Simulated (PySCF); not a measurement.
# Reading the logs of faulty runs: B2H6NSi

All numbers below are calculated, not measured. The program is PySCF 2.14.0, an open-source quantum chemistry code, run on an isolated molecule that a program drew, which may never have been made. The molecule is B2H6NSi (charge 0, doublet), drawn as the SMILES string `BNB[SiH2]`.

Each row is a Hartree-Fock (HF) and frozen-core CCSD(T) single point in the cc-pV(D+d)Z basis, meant for a local HF minimum. Run 1 is clean. Each other run has one planted mistake out of seven kinds, and not every kind appears here: one electron removed, one electron added, multiplicity raised by two, geometry at a saddle point, minimal basis STO-3G, one bond length entered in bohr, all coordinates scaled. The reference is restricted for singlets and unrestricted otherwise, and also for a bond in bohr. Adding or removing an electron swaps singlet and doublet. Electrons count all cores. HOMO and LUMO are orbital energies over both spins, the gradient is its largest component, and the lowest frequency (negative if imaginary) is given only where the gradient is small. Bond lengths are over the 9 bonds as drawn. T1 is the CCSD diagnostic: over 0.02 (restricted) or 0.045 (unrestricted) a single reference is doubtful.

Geometry of the clean run:
```xyz
10
B2H6NSi, angstrom
B    -1.0587   -0.9321   -0.3922
N    -0.3328    0.2151   -0.8098
B    -0.7798    1.5645   -0.7477
Si    0.3152    3.1073   -1.4535
H    -2.1606   -0.8009    0.0569
H    -0.5525   -2.0157   -0.4970
H     0.5848    0.0469   -1.1757
H    -1.8757    1.7753   -0.3092
H     0.0416    4.4438   -0.8778
H     1.7783    2.9011   -1.6035
```

```
run  electrons  basis functions  <S^2>  HOMO (eV)  LUMO (eV)  gradient (hartree/bohr)  lowest frequency (cm^-1)  mean bond (Å)  longest bond (Å)      T1  HF (hartree)  CCSD(T) (hartree)                     mistake
  1         37               95  0.764      -8.47       0.88                  2.2e-05                       138         1.3808             2.019  0.0160    -396.27102         -396.75946                    no fault
  2         37               95  0.765      -7.90       0.93                  1.5e-05                      -375         1.3759             1.990  0.0152    -396.26897         -396.75973  geometry at a saddle point
  3         37               30  0.759      -5.84       5.65                  3.0e-02                         -         1.3808             2.019  0.0175    -391.59589         -391.80746        minimal basis STO-3G
  4         36               95  0.000     -16.60      -6.77                  5.2e-02                         -         1.3808             2.019  0.0166    -395.99137         -396.46779        one electron removed
  5         38               95  0.000      -0.73       6.85                  5.5e-02                         -         1.3808             2.019  0.0262    -396.26371         -396.79598          one electron added
  6         37               95  1.528      -8.52       0.79                  2.3e-02                         -         1.4799             2.019  0.0560    -396.13289         -396.62087                           ?
```

**Which mistake was planted in run 6, and what did it cost?**

The mean bond changes by a factor of 1.072 and the longest by 1.000, so the molecule wasn't scaled as a whole. A length L in bohr read as angstrom grows by (1/0.5292 - 1) L = 0.890 L. The 9 bonds together grew by 9 x 0.0991 = 0.892 Å, which gives L = 1.002 Å. That is bond N2-H7, 1.002 Å in the clean geometry. So the mistake is: one bond length entered in bohr. Subtracting run 1 and multiplying by 627.51 kcal/mol a hartree, the energy moved by 86.7 kcal/mol in HF and 87.0 kcal/mol in CCSD(T).

Cautions from the logs. Run 5: T1 is over the limit, so its CCSD(T) energy is less reliable; run 6: T1 is over the limit, so its CCSD(T) energy is less reliable.
